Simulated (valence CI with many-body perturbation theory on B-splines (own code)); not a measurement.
The numbers below are computed, except where a source is named.
# Energy levels of O²⁺

Level of theory: relativistic CI+MBPT: four valence electrons over a frozen Dirac-Fock core [He], a basis of 11 s, 11 p, 10 d, 8 f, 5 g, 2 h functions for each j, with the one-electron correlation potential Σ1 (screened to all orders), the two-electron term Σ2, the three-electron term Σ3, Breit, model QED; selected single and double excitations, second order for the rest, scaled by the run's own slope (own B-spline code, finite nucleus).

Set against measurement, 32 paired levels are off by 133 cm⁻¹ on average, the worst by 418. These come from a selection out of Moore, Selected Tables of Atomic Spectra, NSRDS-NBS 3, section 11. Levels without a partner in it may be off by more. Among the levels kept, up to 2100 cm⁻¹ of a level comes from second order outside the variational space, and about a tenth of that is noise between levels of different J, which matters for small intervals.

Levels 181 to 225 of 246, with energies above the lowest level, 2s²2p² ³P_0. "Leading %" is the weight of the configuration and term that name the level; weights of strongly mixed levels are sums over their largest components and can fall short.

| No. | Configuration | Term | J | E (cm⁻¹) | Leading % | Second component | g |
| --- | --- | --- | --- | --- | --- | --- | --- |
| 181 | 2s2p²3d | ³D | 2 | 405713 | 95 |  | 1.167 |
| 182 | 2s2p²3d | ³D | 3 | 405763 | 95 |  | 1.334 |
| 183 | 2s²2p6s | ³P° | 0 | 408915 | 93 |  |  |
| 184 | 2s²2p6s | ³P° | 1 | 409008 | 85 | 8 % 2s²2p6s ¹P° | 1.458 |
| 185 | 2s²2p6s | ³P° | 2 | 409331 | 93 |  | 1.501 |
| 186 | 2s²2p6s | ¹P° | 1 | 409645 | 85 | 8 % 2s²2p6s ³P° | 1.043 |
| 187 | 2s²2p6p | ¹P | 1 | 411427 | 79 | 9 % 2s²2p6p ³D | 0.998 |
| 188 | 2s²2p6p | ³D | 1 | 411768 | 76 | 7 % 2s²2p6p ³S | 0.687 |
| 189 | 2s²2p6p | ³D | 2 | 411868 | 87 |  | 1.179 |
| 190 | 2s²2p6p | ³S | 1 | 411979 | 73 | 8 % 2s²2p6p ¹P | 1.784 |
| 191 | 2s²2p6p | ³D | 3 | 412090 | 93 |  | 1.334 |
| 192 | 2s²2p6p | ³P | 0 | 412182 | 91 |  |  |
| 193 | 2s²2p6p | ³P | 1 | 412374 | 81 | 10 % 2s²2p6p ³S | 1.532 |
| 194 | 2s²2p6p | ³P | 2 | 412466 | 88 | 4 % 2s²2p6p ³D | 1.483 |
| 195 | 2s²2p6p | ¹D | 2 | 413270 | 87 |  | 1.006 |
| 196 | 2s²2p6p | ¹S | 0 | 413706 | 88 |  |  |
| 197 | 2s²2p6d | ³F° | 2 | 414375 | 68 | 24 % 2s²2p6d ¹D° | 0.760 |
| 198 | 2s²2p6d | ³F° | 3 | 414523 | 85 | 6 % 2s²2p6d ³D° | 1.097 |
| 199 | 2s²2p6d | ¹D° | 2 | 414597 | 56 | 20 % 2s²2p6d ³F° | 0.987 |
| 200 | 2s²2p6d | ³F° | 4 | 414748 | 93 |  | 1.250 |
| 201 | 2s²2p6d | ³D° | 1 | 414862 | 77 | 12 % 2s²2p6d ³P° | 0.649 |
| 202 | 2s²2p6d | ³D° | 2 | 414957 | 52 | 24 % 2s²2p6d ³P° | 1.205 |
| 203 | 2s²2p6d | ³D° | 3 | 415078 | 85 | 7 % 2s²2p6d ³F° | 1.310 |
| 204 | 2s²2p6d | ³P° | 2 | 415211 | 61 | 31 % 2s²2p6d ³D° | 1.382 |
| 205 | 2s²2p6d | ³P° | 0 | 415231 | 93 |  |  |
| 206 | 2s²2p6d | ³P° | 1 | 415240 | 80 | 13 % 2s²2p6d ³D° | 1.358 |
| 207 | 2s²2p6f | ¹F | 3 | 415348 | 51 | 19 % 2s²2p6f ³D | 1.043 |
| 208 | 2s²2p6f | ³F | 3 | 415357 | 45 | 39 % 2s²2p6f ³G | 0.961 |
| 209 | 2s²2p6f | ³F | 2 | 415367 | 68 | 15 % 2s²2p6f ¹D | 0.778 |
| 210 | 2s²2p6f | ³F | 4 | 415370 | 44 | 31 % 2s²2p6f ³G | 1.135 |
| 211 | 2s²2p6g | ³G° | 5 | 415487 | 34 | 32 % 2s²2p6g ³H° | 1.085 |
| 212 | 2s²2p6h | ³I | 6 | 415490 | 34 | 31 % 2s²2p6h ³H | 1.063 |
| 213 | 2s²2p6g | ³F° | 4 | 415497 | 42 | 28 % 2s²2p6g ³G° | 1.129 |
| 214 | 2s²2p6h | ³G | 5 | 415500 | 50 | 24 % 2s²2p6h ³H | 1.115 |
| 215 | 2s²2p6h | ³I | 5 | 415502 | 63 | 17 % 2s²2p6h ¹H | 0.893 |
| 216 | 2s²2p6g | ³H° | 4 | 415502 | 60 | 19 % 2s²2p6g ¹G° | 0.881 |
| 217 | 2s²2p6g | ³G° | 3 | 415511 | 51 | 24 % 2s²2p6g ¹F° | 0.880 |
| 218 | 2s²2p6h | ³H | 4 | 415513 | 44 | 28 % 2s²2p6h ¹G | 0.918 |
| 219 | 2s²2p6d | ¹F° | 3 | 415566 | 88 |  | 1.010 |
| 220 | 2s²2p6d | ¹P° | 1 | 415679 | 87 |  | 0.994 |
| 221 | 2s²2p6f | ³G | 3 | 415689 | 41 | 30 % 2s²2p6f ¹F | 0.910 |
| 222 | 2s²2p6f | ³F | 4 | 415700 | 49 | 36 % 2s²2p6f ³G | 1.150 |
| 223 | 2s²2p6f | ³D | 3 | 415773 | 67 | 16 % 2s²2p6f ³F | 1.253 |
| 224 | 2s²2p6f | ³G | 5 | 415781 | 93 |  | 1.200 |
| 225 | 2s²2p6f | ³D | 2 | 415792 | 37 | 31 % 2s²2p6f ¹D | 0.976 |

Names give the largest LS component (configuration and term), which can be under half, so a name can repeat, a term be missing and a line seem to break the LS rules; names also repeat where a configuration has a term twice.

Where two levels of one J and parity lie close, their mixing, g and order are uncertain.
